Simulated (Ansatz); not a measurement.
`N#[C][GaH][Cl]` + `BS` → `B[S][GaH][Cl]` + `C#N` at 600 K and 1 bar (ligand exchange at a Ga–C bond).

Calculated with Ansatz (gas phase, PBE0-D4/def2-TZVP geometries, no zero-point term in ΔE). CCSD(T)/CBS adds triple-zeta CCSD(T) − MP2 to the extrapolated MP2 energy (def2 sets, frozen cores). This one scheme is used for every species. For Ga outer-core shells are correlated without core-valence functions, which leaves a few kJ/mol of doubt a bond. Scalar relativity is left out up to krypton. Each species was taken in one conformer, which may not be the lowest.

| species | CCSD(T)/CBS energy (Eh) | H − E (kJ/mol) | S (J/(mol·K)) |
| --- | --- | --- | --- |
| `N#[C][GaH][Cl]` | -2477.10934 | 84.2 | 380.5 |
| `BS` | -424.38198 | 108.7 | 286.1 |
| `B[S][GaH][Cl]` | -2808.18728 | 134.5 | 425.3 |
| `C#N` | -93.32098 | 64.3 | 228.4 |

H − E and S are ideal-gas, rigid-rotor, harmonic terms from PBE0-D4/def2-TZVP, for one conformer and one mirror image of each species. 1 Eh = 2625.50 kJ/mol, R = 8.31446 J/(mol·K).

Problem. By hand: ΔE, ΔH, ΔS and ΔG.

Solution. ΔE = (-2808.18728) + (-93.32098) − (-2477.10934) − (-424.38198) = -0.01694 Eh = -44.5 kJ/mol. Δ(H − E) = 134.5 + 64.3 − 84.2 − 108.7 = 5.9, so ΔH = -38.6 kJ/mol. ΔS = 425.3 + 228.4 − 380.5 − 286.1 = -12.9 J/(mol·K). ΔG = -38.6 − 600 × (-12.9)/1000 = -30.9 kJ/mol.

Problem. By hand: the equilibrium constant, and the temperature at which ΔG would vanish if ΔH and ΔS stayed fixed.

Solution. log₁₀ K = −ΔG/(RT ln 10) = 2.7. ΔG = 0 at ΔH/ΔS = 2992 K, far beyond where these terms or the molecules hold.

The number of gas molecules stays the same, so ΔS is small and ΔH decides. A doubt of 5 kJ/mol in ΔE shifts log₁₀ K by 0.4 here. Other conformers and mirror images would add mixing entropy, several J/(mol·K) or more a flexible species. Modes under 60 cm⁻¹, often nearly free rotors, make the harmonic entropy too high. These are equilibria of isolated gas molecules and say nothing of rates. Largest T1 diagnostic: 0.015 (customary marks: 0.02 for closed shells, 0.045 for open ones).
